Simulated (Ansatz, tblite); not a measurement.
Isomers of MgSi3 (singlet), found by a short tight-binding search and relaxed with r2SCAN-D4/def2-TZVP in Ansatz.

The xTB rows come from tblite. LC-ωPBE has ω = 0.4 bohr⁻¹. Correlated methods freeze 16 core orbitals; core or outer-core shells of Mg are correlated, in sets that lack core-valence functions.

Run but left out: HF/def2-TZVPP (A: restricted singlet, unstable towards broken spin symmetry).

A: At CCSD(T)/def2-TZVPP T1 of the charge 0 singlet is large (up to 0.022), so the single-reference result is doubtful. At CCSD(T)/def2-TZVPP the restricted singlet (for correlated methods, its reference) is unstable: a solution with broken spin symmetry lies lower. B: The restricted singlet is unstable towards broken spin symmetry in Hartree–Fock (as tested in another run); at PBE-D4/def2-TZVP, r2SCAN-D4/def2-TZVP, PBE0-D4/def2-TZVP, r2SCAN0-D4/def2-TZVP and others this wasn't settled. At CCSD(T)/def2-TZVPP T1 of the charge 0 singlet is large (up to 0.026), so the single-reference result is doubtful. At CCSD(T)/def2-TZVPP the restricted singlet (for correlated methods, its reference) is unstable: a solution with broken spin symmetry lies lower.

Other spin states were run for one of them alone.

A:

```xyz
4

Mg    1.953    0.613    0.474
Si   -0.073    0.743   -1.097
Si   -0.110   -0.801    1.052
Si   -1.770   -0.556   -0.429
```

B:

Cartesian coordinates in Å:
```
Mg -0.763 -0.277 1.214
Si 0.973 1.762 0.711
Si 0.368 0.271 -0.858
Si -0.579 -1.756 -1.067
```

Estimate their order by electronic energy at PBE0-D4/def2-TZVP, counted from the lowest.

A (0.00) < B (1.36), in eV.

Do the other levels pick the same lowest one?

All that were run do. Energies above each level's lowest (eV):

| level | A | B |
| --- | --- | --- |
| GFN1-xTB | 0.00 | 1.59 |
| GFN2-xTB | 0.00 | 0.56 |
| PBE-D4/def2-TZVP | 0.00 | 1.39 |
| r2SCAN-D4/def2-TZVP | 0.00 | 1.35 |
| PBE0-D4/def2-TZVP | 0.00 | 1.36 |
| r2SCAN0-D4/def2-TZVP | 0.00 | 1.34 |
| LC-ωPBE/def2-TZVP | 0.00 | 1.19 |
| MP2/def2-TZVPP | 0.00 | 1.74 |
| CCSD/def2-TZVPP | 0.00 | 1.25 |
| CCSD(T)/def2-TZVPP | 0.00 | 1.36 |
Point groups (tolerance 0.1 Å): A C2v, B Cs. Lower isomers may exist.
